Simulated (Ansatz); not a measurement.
Geometry optimisation, Ansatz 0.2.0, RKS PBE/def2-SVP.

input.yaml

```yaml
crystal:
  periodic: [false, false, false]
  atoms:
    - { symbol: Si, position_ang: [0.0, 0.0, 0.0] }
    - { symbol: "N", position_ang: [0.0, 0.0, 2.17] }
    - { symbol: H, position_ang: [-0.877, -0.2713, 2.7] }
    - { symbol: H, position_ang: [0.877, 0.2713, 2.7] }
    - { symbol: H, position_ang: [1.3768, 0.0, -0.4862] }
    - { symbol: H, position_ang: [-0.6877, 1.1914, -0.4862] }
    - { symbol: H, position_ang: [-0.6877, -1.1914, -0.4862] }
    - { symbol: Br, position_ang: [1.3622, -2.0686, 0.823] }
    - { symbol: H, position_ang: [0.6836, -1.0381, 2.0054] }
basis:
  gaussian: { orbitals: def2-SVP }
hamiltonian:
  xc: pbe
relax:
  f_tol: 0.15
  max_steps: 25
  restrain:
    - { distance: [0, 7], at: 2.31, k: 30.0 }
    - { distance: [8, 1], at: 1.06, k: 30.0 }
    - { distance: [0, 1], at: 3.02, k: 30.0 }
    - { distance: [8, 7], at: 2.75, k: 30.0 }
output:
  orbitals: {}
```

Command:

```bash
$ ansatz run input.yaml --threads 2 --pin off --max-ram 3072MiB --backend cpu --events-out ev --progress --plain --runs-dir out
```

Task: Where does it end, and by what steps?

Result: The forces met the threshold. The restraints hold the end off the free minimum; the threshold counts their pulls, which the force column leaves out. Restrained pairs: Si1–Br8 (2.61 → 2.30 Å), N2–H9 (1.25 → 1.04 Å), Si1–N2 (2.17 → 3.02 Å), Br8–H9 (1.71 → 2.75 Å). After 16 steps the energy has fallen by 2.245 eV (the restraints' own energy left out); H5 moved furthest, 1.56 Å.

```
step  energy less start (eV)  largest force component (eV/Å)  accepted
   0                  0.0000                           2.513       yes
   1                  0.1547                           3.352       yes
   2                  0.6590                           3.299       yes
   3                  0.4430                           2.442       yes
   4                 -0.1706                           4.903       yes
   5                 -0.9489                           2.837       yes
   6                 -1.3920                           1.179       yes
   7                 -1.6844                           1.482       yes
   8                 -1.7646                           1.026       yes
   9                 -1.8786                           1.296       yes
  10                 -1.9457                           0.640       yes
  11                 -2.0142                           0.471       yes
  12                 -2.0864                           0.483       yes
  13                 -2.1559                           0.524       yes
  14                 -2.2112                           0.459       yes
  15                 -2.2168                           0.648       yes
  16                 -2.2450                           0.502       yes
```

```xyz
9
Properties=species:S:1:pos:R:3
Si 0.448 -0.277 -0.456
N -0.261 -0.195 2.478
H -1.159 -0.297 2.969
H 0.284 0.483 3.026
H 0.836 -0.324 -1.911
H 0.639 1.121 0.034
H -0.941 -0.814 -0.322
Br 1.958 -1.702 0.528
H 0.242 -1.102 2.594
```

The run took 28 s on 2 threads of Arm Neoverse V1, on a shared host, peak memory 0.13 GiB.
